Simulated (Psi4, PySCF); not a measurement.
Input for Psi4:
```
memory 2 GB

molecule mol {
0 1
F    -0.000000   -0.000000   -1.189254
B     0.000000    0.000000    0.092502
O     0.000000    0.000000    1.280097
}

set {
  basis 6-31g**
  reference rks
  scf_type pk
  puream true
  d_convergence 1e-8
  dft_radial_points 99
  dft_spherical_points 590
}

energy('bhhlyp')
print_variables()
```

Task: Convert this to an input for PySCF.

Result: This is not unique; one that fits is 
```python
from pyscf import gto, scf, dft

mol = gto.M(
    atom='''
F    -0.00000000   -0.00000000   -1.18925373
B     0.00000000    0.00000000    0.09250195
O     0.00000000    0.00000000    1.28009672
''',
    basis='6-31g**',
    verbose=4,
)

mf = dft.RKS(mol)
mf.xc = 'bhandhlyp'
mf.grids.atom_grid = (99, 590)
mf.grids.prune = None
mf.kernel()
```

Both were run: Psi4 gave -199.912237 Eh and PySCF -199.912237 Eh, 0.000 mEh apart.
